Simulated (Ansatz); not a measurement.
Ag₂Au₄⁺. Charge 1, multiplicity 2. Geometry PBE-D4/def2-SVP, basis def2-TZVP, Ansatz.

```xyz
6

Au    0.686    0.571    1.339
Au   -1.313   -1.095   -2.599
Au   -1.539    0.308   -0.368
Au    2.978   -0.579    0.693
Ag   -1.717    1.697    1.973
Ag    0.906   -0.902   -1.039
```

```csv
run,HOMO (eV),LUMO (eV)
A,-9.96,-9.82
B,-10.55,-9.08
C,-10.29,-9.44
D,-10.04,-9.87
E,-10.06,-9.73
```

In the def2 sets Ag, Au take a core potential; there is no spin–orbit coupling. HOMO above LUMO, or a gap near zero within one spin, warns that the state may not be the lowest or that an electron is smeared out. No other spin state of charge 1 was run. Another isomer (doublet) lies 0.26 eV lower at PBE0-D4/def2-TZVP; other spin states weren't run for this one.

HOMO and LUMO are taken over both spins.

The runs used BLYP, PBE, PBE0, r2SCAN, r2SCANh. Estimate which is which.

A BLYP (0 % exact exchange); B PBE0 (25 % exact exchange); C r2SCANh (10 % exact exchange); D PBE (0 % exact exchange); E r2SCAN (0 % exact exchange). Exact exchange lowers occupied and raises empty levels; among semilocal functionals meta-GGAs tend to open the gap a little, and such runs are hard to tell apart. The gap grows from 0.14 eV (BLYP) to 1.47 eV (PBE0). At BLYP-D4/def2-TZVP the gap within one spin of the charge 1 doublet nearly closes, so an electron or hole may be smeared out by delocalisation error.
